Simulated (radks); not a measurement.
Problem. Pr, configuration [Xe] 4f1 6s2 6p2 (not the ground configuration). Calculated with a radial shooting solver on a logarithmic mesh with Libxc functionals: scalar-relativistic Kohn-Sham, PBEsol, spin-polarised, spherical densities, finite nucleus; open shells are filled with parallel spins first (spin-orbit coupling, left out, can overturn this in heavy ions); Fermi nuclear charge, rms radius 4.8919 fm. Some entries of the table are withheld. Estimate them.

orbital  occ.  eigenvalue (eV)  r(max) (bohr)  <r^2> (bohr^2)
1s up       1        -41813.29        0.01542       0.0007901
1s down     1        -41813.27        0.01542       0.0007901
2s up       1        -6745.374        0.08729         0.01254
2s down     1        -6745.360        0.08729         0.01254
2p up       3        -6038.903        0.07029         0.01001
2p down     3        -6038.886        0.07029         0.01001
3s up       1        -1474.015         0.2493         0.08487
3s down     1        -1473.680         0.2492         0.08484
3p up       3        -1250.241         0.2440         0.08488
3p down     3        -1249.906         0.2440         0.08485
3d up       5        -935.6064         0.2006         0.07226
3d down     5        -935.3429         0.2006         0.07222
4s up       1        -310.4298         0.5780          0.4335
4s down     1        -309.5497         0.5779          0.4334
4p up       3        -236.8972         0.6029          0.4881
4p down     3        -236.0131         0.6029          0.4880
4d up       5        -131.5675         0.6321          0.5957
4d down     5        -130.6785         0.6320          0.5958
5s up       1         -52.1119          1.313           2.308
5s down     1         -51.5532          1.316           2.322
5p up       3         -32.6991          1.463             (1)
5p down     3         -32.2641          1.468             (2)
4f up       1         -19.4149         0.6614           1.115
4f down     0         -18.5845         0.6616           1.128
6s up       1          -6.8684          3.282           15.18
6s down     1          -5.9783          3.216           14.86
6p up       2          -3.3523            (3)             (4)
6p down     0          -2.3602            (5)             (6)

Solution. 
(1) 5p up <r^2> (bohr^2): 3.014
(2) 5p down <r^2> (bohr^2): 3.028
(3) 6p up r(max) (bohr): 4.021
(4) 6p up <r^2> (bohr^2): 23.62
(5) 6p down r(max) (bohr): 3.991
(6) 6p down <r^2> (bohr^2): 24.78
